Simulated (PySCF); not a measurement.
Correlation energy of B+ (boron, charge +1)

[He] 2s2, closed-shell 1S. Calculation: PySCF 2.14, in aug-cc-pCVTZ-DK (7s6p4d2f, 59 functions); the spin-free X2C one-electron Hamiltonian (Gaussian nucleus). Frozen: nothing; 4 electrons correlated.

```
  level  correlation energy (mhartree)
   CCSD                        -104.87
    (T)                          -0.54
CCSD(T)                        -105.41
  CCSDT                        -105.43
```

Diagnostics: T1 = 0.0095, D1 = 0.0190, largest double amplitude 0.146.

Cost of the coupled-cluster step: about 1.6 core-seconds, for 4 correlated electrons.

Iterations:

```
CC2 = 0
CCSD nocc = 2, nmo = 59
frozen orbitals []
max_cycle = 100
direct = 0
conv_tol = 1e-08
conv_tol_normt = 1e-06
diis_space = 8
diis_start_cycle = 0
Init t2, MP2 energy = -24.3235813077954  E_corr(MP2) -0.0798789399215375
Init E_corr(CCSD) = -0.0798789399288409
cycle = 1  E_corr(CCSD) = -0.0932047500241636  dE = -0.0133258101  norm(t1,t2) = 0.0618339
cycle = 2  E_corr(CCSD) = -0.0987493374505785  dE = -0.00554458743  norm(t1,t2) = 0.0333178
cycle = 3  E_corr(CCSD) = -0.104994329067354  dE = -0.00624499162  norm(t1,t2) = 0.0181999
cycle = 4  E_corr(CCSD) = -0.104836485640284  dE = 0.000157843427  norm(t1,t2) = 0.000409422
cycle = 5  E_corr(CCSD) = -0.104898915290485  dE = -6.24296502e-05  norm(t1,t2) = 0.00012971
cycle = 6  E_corr(CCSD) = -0.104877189864336  dE = 2.17254261e-05  norm(t1,t2) = 6.57332e-05
cycle = 7  E_corr(CCSD) = -0.104874502667919  dE = 2.68719642e-06  norm(t1,t2) = 6.47435e-06
cycle = 8  E_corr(CCSD) = -0.104874872468095  dE = -3.69800176e-07  norm(t1,t2) = 7.89525e-07
cycle = 9  E_corr(CCSD) = -0.104874782201117  dE = 9.02669777e-08  norm(t1,t2) = 2.90606e-07
cycle = 10  E_corr(CCSD) = -0.104874770719587  dE = 1.14815305e-08  norm(t1,t2) = 3.23352e-08
cycle = 11  E_corr(CCSD) = -0.104874771381655  dE = -6.62067748e-10  norm(t1,t2) = 3.00589e-09
CCSD converged
E(CCSD) = -24.34857713925554  E_corr = -0.1048747713816547
CCSD(T) correction = -0.000535752105266537
```
